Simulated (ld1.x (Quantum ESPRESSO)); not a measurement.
# K, RRKJ: configuration errors across variants

potassium (K), norm-conserving RRKJ (Kleinman–Bylander form), made with ld1.x (Quantum ESPRESSO) 7.5 (BP86, scalar-relativistic). Core [Ar], reference 3d0 4s0.5 4p0 (charge +0.5). Waves: 4p (bound, empty): rc 4.00 bohr; 3d (bound, empty): rc 4.20 bohr; 4s (bound): rc 3.05 bohr. Local part: the s channel. Core correction: none. rho0 = 0.005.

All-electron excitation energies from the reference (eV): (1) 3d0 4s1 4p0 -1.704; (2) 3d0 4s0 4p1 -0.144; (3) 3d1 4s0 4p0 0.758; (4) 3d0.5 4s0.5 4p0 -0.469.

6 further variants failed, have other tests or another functional or relativity, and are left out.

Errors AE − PS in meV (a dash: test not solved or not reliable):

```csv
change,(1),(2),(3),(4),bound ghosts
base,+6.1,+29,+117,+21,none
wave 3d (bound): rc 4.20 bohr becomes 3d (bound): rc 3.76 bohr,+6.1,+29,+158,+30,none
wave 4s (bound): rc 3.05 bohr becomes 4s (bound): rc 2.80 bohr,+6.1,+30,+147,+27,none
core correction a·sin(br)/r model core inside 2.60 bohr,-1.7,-3.1,+2.4,0.0,none
wave 3d (bound): rc 4.20 bohr becomes 3d (bound): rc 5.90 bohr,+6.1,+29,-6.5,+4.9,none
```

Q: Give the same row for: all radii scaled by about 1.18 (s 3.60, p 4.72, d 4.96 bohr).

A: +6.1, +30, +37, +9.0; bound ghosts: none.
